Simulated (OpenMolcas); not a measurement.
## Ir3+ in MgO: curves along the breathing mode

Ir3+ with its 6 nearest oxide ions, on the Mg site of MgO (a = 4.2112 Å, distance in the model lattice 2.106 Å). The rest of the host is ab initio model potentials to 7.6 Å, with orthogonalisation functions on the cations behind the ligands, and point charges beyond; the distance is set by hand and nothing relaxes, and no local charge compensation is placed. Ligand basis ANO-RCC-VDZP.

```yaml
Program: OpenMolcas 26.06
Method: CASSCF
Basis: ANO-RCC-VDZP [7s6p4d2f]
Scalar_Hamiltonian: DKH2, point nucleus
Active_space: 6 electrons in 5 orbitals (5d)
State_averaging: 2S+1 = 5 even, 5 roots; 2S+1 = 3 even, 45 roots; 2S+1 = 1 even, 50 roots
Spin-orbit_coupling: state interaction with AMFI integrals over the reference wave functions
```

Spin-free energies (labels of O, the rotations of Oh) in cm-1 above the lowest fitted minimum, as all ligands move together:

```
R (Å)    1A1    3T1    1T1    3T2    1T2    5T2     3E
1.939  13300  45700  50810  51010  60230  69950  86760
1.985   5110  34670  39820  39960  49210  56040  72890
 2.03    950  28050  33230  33310  42550  46950  63810
2.076    140  25020  30210  30230  39440  41740  58580
2.122   2410  25340  30540  30510  39640  40180  56990
2.167   7320  28590  33770  33700  42750  41850  58610
2.213  14890  34670  39830  39720  48670  46550  63250
```

Cubic fits give the following; the wavenumber is harmonic, with the mass of all moving ligands, small differences in it between states hang on the degree of the fit, a number in brackets counts states of one label, and the table is a selection of at most 14 states with clean curves.

| State | R0 (Å) | Breathing mode (cm-1) | Minimum (cm-1) |
| --- | --- | --- | --- |
| 1A1 | 2.065 | 733 | 0 |
| 3T1 | 2.094 | 738 | 24730 |
| 1T1 | 2.094 | 736 | 29930 |
| 3T2 | 2.094 | 736 | 29930 |
| 1T2 | 2.095 | 733 | 39110 |
| 5T2 | 2.119 | 745 | 40170 |
| 3E | 2.120 | 742 | 56980 |
| 3T1(2) | 2.120 | 741 | 57040 |
| 3T2(2) | 2.120 | 739 | 59270 |
| 1T2(2) | 2.120 | 740 | 59980 |
| 1E | 2.120 | 741 | 60850 |
| 1A1(2) | 2.120 | 741 | 61670 |
| 1A2 | 2.121 | 739 | 67520 |
| 3A2 | 2.122 | 740 | 68130 |

The minimum of 1T1 is shifted by +0.0290 Å against 1A1 (from the unrounded fits). With M = 96.0 u for the moving shell, the Huang-Rhys factor in this mode is S = M ω ΔR² / 2ħ = 0.01483 × 96.0 × 733 × 0.0290² = 0.88. Only the first shell moves, against a rigid host.

Without dynamic correlation the repulsion within the d shell is too large (B by tens of per cent), so at a given field states of lower spin stand too high. With metal d orbitals alone the field can be off either way by tens of per cent. Ligand-to-metal charge-transfer states are missing. With no ligand orbital active B as a rule stays too high, so bands that hang on it stand too high and its fall with covalency is understated. The least metal-like active orbital is 68 % on the metal (Löwdin) and no ligand orbital is active, so the numbers are rough, and ground spin, moment and any spin crossover can be artefacts of this space; highly charged d ions in such sites are as a rule low spin (holds for R = 1.939). The least metal-like active orbital is 69 % on the metal (Löwdin) and no ligand orbital is active, so the numbers are rough, and ground spin, moment and any spin crossover can be artefacts of this space; highly charged d ions in such sites are as a rule low spin (holds for R = 1.985). The least metal-like active orbital is 70 % on the metal (Löwdin) and no ligand orbital is active, so the numbers are rough, and ground spin, moment and any spin crossover can be artefacts of this space; highly charged d ions in such sites are as a rule low spin (holds for R = 2.03; R = 2.167; R = 2.213). The least metal-like active orbital is 70 % on the metal (Löwdin) and no ligand orbital is active, so the numbers are rough (holds for R = 2.076; R = 2.122). No measured value stands beside these numbers.
